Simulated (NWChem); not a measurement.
InH2F; SMILES [F][InH2]

```xyz
4

In     0.0000     0.0000    -0.3252
H      0.0000     1.6177    -0.9334
H      0.0000    -1.6177    -0.9334
F      0.0000     0.0000     1.6644
```
Atoms are numbered in this order, from 1.

Level: PBE-D3(BJ)/def2-SVP with def2 effective core potentials on In (NWChem), optimised geometry, unscaled harmonic frequencies. def2 effective core potentials on In; no spin-orbit coupling.

```tsv
frequency (cm⁻¹)	IR intensity (km/mol)
403	47.9
532	85.4
544	146.1
586	0.5
1753	19.1
1779	231.6
```

* **zero-point energy**: 8.0 kcal/mol
* **thermal correction to the enthalpy at 298.15 K (with zero-point energy)**: 10.9 kcal/mol
* **heat capacity Cv**: 10.9 cal/(mol K)
* **entropy at 298.15 K and 1 atm (symmetry number 2)**: 63.5 cal/(mol K)

Rigid rotor and harmonic oscillator.
